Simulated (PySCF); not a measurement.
**Molecular orbitals of BiSe**

PBE0 at R = 2.444 Å; PySCF, scalar-relativistic core potentials, basis sets Bi def2-SVP with ECP60, Se def2-SVP. State: ²Π (doublet), unpaired electrons π ↑. Only the outer orbitals are listed, counted within each symmetry, core potentials removing the inner ones.

| spin | orbital | occ. | ε (eV) | on Bi (%) | main shells (%) |
| --- | --- | --- | --- | --- | --- |
| α | 10σ | 1 | -19.13 | 38 | 60 Se s, 34 Bi s |
| α | 11σ | 1 | -15.58 | 62 | 60 Bi s, 35 Se s |
| α | 12σ | 1 | -8.25 | 43 | 54 Se p, 39 Bi p |
| α | 6π | 1 | -7.65 | 38 | 61 Se p, 38 Bi p |
| α | 6π | 1 | -7.36 | 39 | 60 Se p, 38 Bi p |
| α | 7π | 1 | -5.23 | 63 | 62 Bi p, 37 Se p |
| α | 7π | 0 | -3.63 | 62 | 61 Bi p, 38 Se p |
| α | 13σ | 0 | -0.47 | 69 | 66 Bi p, 34 Se p |
| α | 14σ | 0 | 4.89 | 92 | 80 Bi s |
| β | 10σ | 1 | -18.87 | 31 | 66 Se s, 28 Bi s |
| β | 11σ | 1 | -14.98 | 67 | 65 Bi s, 29 Se s |
| β | 12σ | 1 | -8.06 | 41 | 56 Se p, 36 Bi p |
| β | 6π | 1 | -7.38 | 27 | 73 Se p, 25 Bi p |
| β | 6π | 1 | -6.84 | 26 | 74 Se p, 24 Bi p |
| β | 7π | 0 | -3.33 | 74 | 74 Bi p, 25 Se p |
| β | 7π | 0 | -2.69 | 75 | 75 Bi p, 24 Se p |
| β | 13σ | 0 | -0.23 | 71 | 68 Bi p, 31 Se p |

Q: Which are the highest filled and the lowest empty level, where do they sit, and how wide is the gap?

A: Highest filled α 7π at -5.23 eV (in %: 62 Bi p, 37 Se p); lowest empty α 7π at -3.63 eV (in %: 61 Bi p, 38 Se p); the gap at PBE0 is 1.60 eV. Both belong to one degenerate shell, split only by its one-sided filling, so this is no excitation gap.

```json
{
 "bond order (Mayer)": "2.22",
 "⟨S²⟩": "0.771",
 "charge on Bi (Mulliken, basis-dependent)": "0.27",
 "charge on Bi (Löwdin, basis-dependent)": "0.18",
 "dipole moment (positive dipole means Bi(−)Se(+))": "-2.80 D",
 "polarisability along the bond": "97.2 bohr³",
 "polarisability across the bond": "35.3 bohr³"
}
```

These are scalar-relativistic numbers at best; spin–orbit coupling would shift them, the dissociation energy most. The state was picked by a PBE0 search and need not be the measured ground state.
